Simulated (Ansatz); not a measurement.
One change: `FB[SiH2]Cl` becomes `N[SiH](Cl)BF`.

Ansatz, PBE0-D4/def2-TZVP geometries, multiplicity 1. Each molecule was computed in one conformer, which needn't be the lowest.

```tsv
property	`FB[SiH2]Cl`
size of the dipole moment (PBE/def2-TZVPP) / D	1.55
HOMO–LUMO gap (B3LYP/def2-TZVPP) / eV	5.77
LUMO energy (B3LYP/def2-TZVPP) / eV	-2.21
HOMO–LUMO gap (PBE/def2-TZVPP) / eV	3.88
HOMO–LUMO gap (ωB97M-V/def2-TZVPP) / eV	10.35
zero-point energy (PBE0-D4/def2-TZVP) / kJ/mol	88.3
```

Question: What does the change do to each property? (Estimate.)

Answer: Ansatz gave: 
```
                                      property  `N[SiH](Cl)BF`  shift
size of the dipole moment (PBE/def2-TZVPP) / D            1.86   0.31
         HOMO–LUMO gap (B3LYP/def2-TZVPP) / eV            5.68  -0.09
           LUMO energy (B3LYP/def2-TZVPP) / eV           -1.98   0.23
           HOMO–LUMO gap (PBE/def2-TZVPP) / eV            3.77  -0.11
       HOMO–LUMO gap (ωB97M-V/def2-TZVPP) / eV           10.30  -0.05
zero-point energy (PBE0-D4/def2-TZVP) / kJ/mol           137.5   49.2
```

With PBE0 the HOMO rises by 0.30 eV and the LUMO rises by 0.22 eV, so the gap narrows by about 0.08 eV. PBE moves the HOMO by 0.34 eV and ωB97M-V by 0.26 eV. The zero-point energy changes by 49.2 kJ/mol with +6 modes. Dipoles are sizes alone; their direction can turn.

B3LYP here is the variant with VWN-RPA as its local correlation; programs differ in this.
